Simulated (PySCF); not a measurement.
tetraarsenic (As₄), SMILES [As]12[As]3[As]2[As]13. Atoms are numbered in the order given.

```xyz
4

As    -0.8702     0.8702    -0.8702
As     0.8702     0.8702     0.8702
As     0.8702    -0.8702    -0.8702
As    -0.8702    -0.8702     0.8702
```

Geometry: B3LYP-D3(BJ)/def2-SVP.

These are PySCF 2.14.0 with TDA-PBE0/def2-SVPD values and carry that method's errors.

Vertical excitations; the highest root listed may be one member of a degenerate set.  State labels are in the subgroup D2.

Computed lowest excited states:
| state | symmetry | energy (eV) | λ (nm) | f | main pairs |
|---|---|---|---|---|---|
| S1 | B3 | 4.37 | 284 | 0.000 | HOMO→LUMO+2, HOMO−1→LUMO+2 (degenerate set) |
| S2 | B2 | 4.37 | 284 | 0.000 | HOMO→LUMO+1, HOMO−1→LUMO+1 (degenerate set) |
| S3 | B1 | 4.37 | 284 | 0.000 | HOMO−1→LUMO (degenerate set) |
| S4 | B1 | 4.70 | 264 | 0.000 | HOMO→LUMO+3 (degenerate set) |
| S5 | B2 | 4.70 | 264 | 0.000 | HOMO−1→LUMO+4, HOMO→LUMO+4 (degenerate set) |
| S6 | B3 | 4.70 | 264 | 0.000 | HOMO−1→LUMO+5, HOMO→LUMO+5 (degenerate set) |
| S7 | B1 | 4.80 | 258 | 0.006 | HOMO−1→LUMO+3, HOMO→LUMO (degenerate set) |
| S8 | B2 | 4.80 | 258 | 0.006 | HOMO→LUMO+4, HOMO−1→LUMO+1, HOMO−1→LUMO+4, HOMO→LUMO+1 (degenerate set) |
| S9 | B3 | 4.80 | 258 | 0.006 | HOMO→LUMO+5, HOMO−1→LUMO+2, HOMO−1→LUMO+5, HOMO→LUMO+2 (degenerate set) |
| S10 | B1 | 4.99 | 248 | 0.021 | HOMO−1→LUMO+3 46 %, HOMO→LUMO 33 %, HOMO−3→LUMO+2 7 %, HOMO−2→LUMO+1 7 % |
| T1 | B1 | 3.69 | 336 | 0 | HOMO→LUMO (degenerate set) |
| T2 | B3 | 3.69 | 336 | 0 | HOMO−1→LUMO+2, HOMO→LUMO+2 (degenerate set) |
| T3 | B2 | 3.69 | 336 | 0 | HOMO−1→LUMO+1, HOMO→LUMO+1 (degenerate set) |
| T4 | B3 | 4.04 | 307 | 0 | HOMO→LUMO+2 58 %, HOMO−1→LUMO+2 19 % |
Triplets are in the Tamm–Dancoff approximation.
